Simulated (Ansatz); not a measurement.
Geometry optimisation, RKS LDA/def2-SVP (Ansatz 0.2.0).

Input:

```yaml
crystal:
  periodic: [false, false, false]
  atoms:
    - { symbol: Si, position_ang: [-0.735883, -1.196611, 0.159957] }
    - { symbol: Cl, position_ang: [1.028401, 1.092867, 2.008332] }
    - { symbol: H, position_ang: [-1.366541, -2.323338, -0.614122] }
    - { symbol: H, position_ang: [-0.403732, -1.647554, 1.55079] }
    - { symbol: C, position_ang: [-1.767639, 0.334364, 0.093164] }
    - { symbol: H, position_ang: [1.644979, 0.849583, -1.549077] }
    - { symbol: F, position_ang: [0.698404, -0.884733, -0.627993] }
    - { symbol: H, position_ang: [1.691782, 1.120073, 0.863588] }
    - { symbol: O, position_ang: [2.555512, 0.824978, -1.195262] }
    - { symbol: H, position_ang: [-2.756536, 0.155889, 0.569136] }
    - { symbol: H, position_ang: [-1.248146, 1.145506, 0.647695] }
    - { symbol: H, position_ang: [-1.943628, 0.652445, -0.956502] }
    - { symbol: H, position_ang: [2.603029, -0.12347, -0.949806] }
basis:
  gaussian: { orbitals: def2-SVP }
hamiltonian:
  xc: lda
relax:
  f_tol: 0.03
  max_steps: 50
```

Run as:

```bash
$ ansatz run input.yaml --threads 2 --pin off --max-ram 3072MiB --backend cpu --events-out ev --progress --plain --runs-dir out
```

Task: Where does it end, and by what steps?

Result: The run converged. After 18 steps the energy has fallen by 0.482 eV; H13 moved furthest, 0.82 Å.

| step | energy less start (eV) | largest force component (eV/Å) | accepted |
| --- | --- | --- | --- |
| 0 | 0.0000 | 0.530 | yes |
| 1 | -0.1453 | 0.733 | yes |
| 2 | -0.3042 | 0.821 | yes |
| 3 | -0.3532 | 0.545 | yes |
| 4 | -0.3685 | 0.291 | yes |
| 5 | -0.3750 | 0.075 | yes |
| 6 | -0.3778 | 0.143 | yes |
| 7 | -0.3822 | 0.093 | yes |
| 8 | -0.3871 | 0.861 | yes |
| 9 | -0.4145 | 0.844 | yes |
| 10 | -0.4452 | 0.615 | yes |
| 11 | -0.4659 | 0.265 | yes |
| 12 | -0.4753 | 0.175 | yes |
| 13 | -0.4725 | 0.194 | no |
| 14 | -0.4791 | 0.087 | yes |
| 15 | -0.4808 | 0.071 | yes |
| 16 | -0.4814 | 0.095 | yes |
| 17 | -0.4815 | 0.095 | yes |
| 18 | -0.4817 | 0.014 | yes |

```xyz
13
Properties=species:S:1:pos:R:3
Si -0.720 -1.267 0.130
Cl 1.096 1.201 1.796
H -1.474 -2.433 -0.448
H -0.192 -1.596 1.491
C -1.678 0.304 0.026
H 2.008 1.414 -1.257
F 0.602 -1.134 -0.884
H 1.831 1.010 0.602
O 2.363 0.713 -0.675
H -2.585 0.229 0.666
H -1.039 1.122 0.428
H -2.004 0.522 -1.013
H 1.792 -0.086 -0.862
```

Whether the end is a true minimum wasn't checked by a vibrational analysis.

Time of the run: 34 s on 2 threads of Arm Neoverse V2, on a shared host, peak memory 0.18 GiB.
